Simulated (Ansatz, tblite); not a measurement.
Cost and result up the ladder for the cluster ZnCl₂⁻ (3 atoms). The state is a doublet with charge -1. Geometry: r2SCAN-D4/def2-TZVPD.

Cartesian coordinates in Å:
```
Zn -0.7317 -0.1325 -0.2995
Cl -0.4137 1.0455 1.6205
Cl 1.1454 -0.9130 -1.3210
```

Ansatz on 4 threads of Arm Neoverse V1 on a shared host; xTB runs through tblite on one thread. Times are rough, summed over both states, and most runs start from the orbitals of an earlier one. CCSD(T)/def2-TZVPPD serves as the yardstick here, not as an exact answer. The other state is a quartet at its own geometry.

The xTB rows come from tblite. Correlated methods freeze 19 core orbitals. In the quartet, Cl2 and Cl3 lie 2.66 Å apart (atoms count from 1), so these atoms are partly bonded to each other. The structure comes from a short search, and lower isomers may exist.

Run but left out: HF/STO-3G (doublet: ⟨S²⟩ 1.76, where a pure state has 0.75).

Correlated methods converge slowly with the basis.

xTB has no spin-polarisation term.

```tsv
level	functions	wall time	quartet − doublet (eV)	difference from CCSD(T)/def2-TZVPPD (eV)	remarks
GFN1-xTB	22	0.004 s	7.91	2.85	–
GFN2-xTB	22	0.004 s	9.35	4.29	–
LDA (SPW92)/def2-TZVPD	143	2 s	4.77	-0.29	HOMO above zero (doublet), HOMO above zero (quartet)
MP2/def2-TZVPD	143	3.5 s	5.18	0.12	HOMO above zero (quartet)
revPBE-D4/def2-TZVPD	143	3.9 s	4.54	-0.52	HOMO above zero (doublet), HOMO above zero (quartet)
PBE-D4/def2-TZVPD	143	4.1 s	4.61	-0.45	HOMO above zero (doublet), HOMO above zero (quartet)
RPA@PBE/def2-TZVPD	143	5.7 s	4.82	-0.24	–
BHLYP-D4/def2-TZVPD	143	6.7 s	5.02	-0.04	HOMO above zero (quartet)
PBE0-D4/def2-TZVPD (with forces)	143	6.9 s	4.80	-0.26	HOMO above zero (quartet)
r2SCAN-D4/def2-TZVPD	143	9.2 s	4.74	-0.32	HOMO above zero (doublet), HOMO above zero (quartet)
r2SCANh-D4/def2-TZVPD	143	12 s	4.79	-0.27	HOMO above zero (quartet)
ωB97M-V/def2-TZVPD	143	33 s	5.14	0.08	HOMO above zero (quartet)
CCSD(T)/def2-TZVPPD	169	50 s	5.06	0.00	HOMO above zero (quartet)
```
